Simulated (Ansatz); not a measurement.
`[F][Ti]([F])([F])[Cl]` + `[I][GaH][I]` → `[F][Ti]([F])([Cl])[I]` + `[F][GaH][I]` at 500 K and 1 bar (redistribution).

Program: Ansatz. Geometries: PBE0-D4/def2-TZVP. ΔE: electronic, gas phase. CBS: MP2 limit from def2 TZ/QZ plus the TZ coupled-cluster correction, frozen cores. Elements past krypton have def2 core potentials. For Ga, I, Ti outer-core shells are correlated without core-valence functions, which leaves a few kJ/mol of doubt a bond. Scalar relativity is left out up to krypton.

```json
{"species": "`[F][Ti]([F])([F])[Cl]`", "CCSD(T)/CBS energy (Eh)": "-1608.34854", "H − E (kJ/mol)": "60.2", "S (J/(mol·K))": "377.1"}
{"species": "`[I][GaH][I]`", "CCSD(T)/CBS energy (Eh)": "-2519.52154", "H − E (kJ/mol)": "51.4", "S (J/(mol·K))": "375.4"}
{"species": "`[F][Ti]([F])([Cl])[I]`", "CCSD(T)/CBS energy (Eh)": "-1805.98222", "H − E (kJ/mol)": "58.6", "S (J/(mol·K))": "420.3"}
{"species": "`[F][GaH][I]`", "CCSD(T)/CBS energy (Eh)": "-2321.86103", "H − E (kJ/mol)": "52.8", "S (J/(mol·K))": "348.9"}
```

H − E and S are ideal-gas, rigid-rotor, harmonic terms from PBE0-D4/def2-TZVP. 1 Eh = 2625.50 kJ/mol, R = 8.31446 J/(mol·K).

Q: By hand: ΔE, ΔH, ΔS and ΔG.

A: ΔE = (-1805.98222) + (-2321.86103) − (-1608.34854) − (-2519.52154) = 0.02683 Eh = 70.4 kJ/mol. Δ(H − E) = 58.6 + 52.8 − 60.2 − 51.4 = -0.2, so ΔH = 70.2 kJ/mol. ΔS = 420.3 + 348.9 − 377.1 − 375.4 = 16.7 J/(mol·K). ΔG = 70.2 − 500 × (16.7)/1000 = 61.9 kJ/mol.

Q: By hand: the equilibrium constant, and the temperature at which ΔG would vanish if ΔH and ΔS stayed fixed.

A: log₁₀ K = −ΔG/(RT ln 10) = -6.5. ΔG = 0 at ΔH/ΔS = 4204 K, far beyond where these terms or the molecules hold.

ΔH outweighs TΔS. A doubt of 5 kJ/mol in ΔE shifts log₁₀ K by 0.5 here. These are equilibria of isolated gas molecules and say nothing of rates. Largest T1 diagnostic: 0.024 (customary marks: 0.02 for closed shells, 0.045 for open ones).
